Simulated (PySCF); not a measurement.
## How far are cheaper levels from CCSD(T)/CBS for KBr?

PySCF; the state is a singlet (closed shell). The composite is CCSD(T) extrapolated to the basis-set limit from two correlation-consistent sets, with core-valence (CV) and scalar-relativistic (SR) terms as its label shows; it has no spin–orbit coupling and nothing beyond (T). Here it is CCSD(T)/CBS(DT). It gives Re = 2.830 Å, ωe = 218 cm⁻¹ and De = 3.94 eV to K + Br.

```csv
level,basis,relativity,Re (Å),ωe (cm⁻¹),De (eV)
RHF-MP2,def2-TZVPP,no relativity,2.868,217,3.94
RHF-SCS-MP2,x2c-SVPall,spin-free X2C,2.864,221,3.54
RHF-CCSD,def2-TZVPP,no relativity,2.880,215,3.76
RHF-CCSD(T),x2c-SVPall,spin-free X2C,2.862,221,3.49
PBEsol,x2c-SVPall,spin-free X2C,2.803,227,3.88
r²SCAN,pcseg-1,no relativity,2.816,227,4.16
PBE0,def2-TZVPP,no relativity,2.848,216,3.90
PBE0,x2c-TZVPall,spin-free X2C,2.839,217,3.85
MN15,x2c-SVPall,spin-free X2C,2.819,223,3.75
LC-ωPBE,pcseg-1,no relativity,2.812,228,4.07
```

Problem. Give the difference of each row from the composite.

Solution. 

```
      level        basis  ΔRe (pm)  Δωe (%)  ΔDe (eV)
    RHF-MP2   def2-TZVPP      +3.8     -0.5     +0.00
RHF-SCS-MP2   x2c-SVPall      +3.4     +1.4     -0.40
   RHF-CCSD   def2-TZVPP      +5.0     -1.4     -0.18
RHF-CCSD(T)   x2c-SVPall      +3.2     +1.4     -0.45
     PBEsol   x2c-SVPall      -2.7     +4.1     -0.06
     r²SCAN      pcseg-1      -1.4     +4.1     +0.22
       PBE0   def2-TZVPP      +1.8     -0.9     -0.04
       PBE0  x2c-TZVPall      +0.9     -0.5     -0.09
       MN15   x2c-SVPall      -1.1     +2.3     -0.19
    LC-ωPBE      pcseg-1      -1.8     +4.6     +0.13
```

Problem. Which rows come closest in De?

Solution. RHF-MP2 in def2-TZVPP (+0.00 eV), counted from the composite.

Correlated steps freeze the inner cores (14 to 19 orbitals); shallow outer-core shells are correlated. Correlated levels converge slowly with the basis: in double zeta they bind strong bonds too weakly, by up to about 1 eV, and carry superposition errors of some tenths. Where the molecule has an RHF reference, its open-shell atoms are computed with UHF.
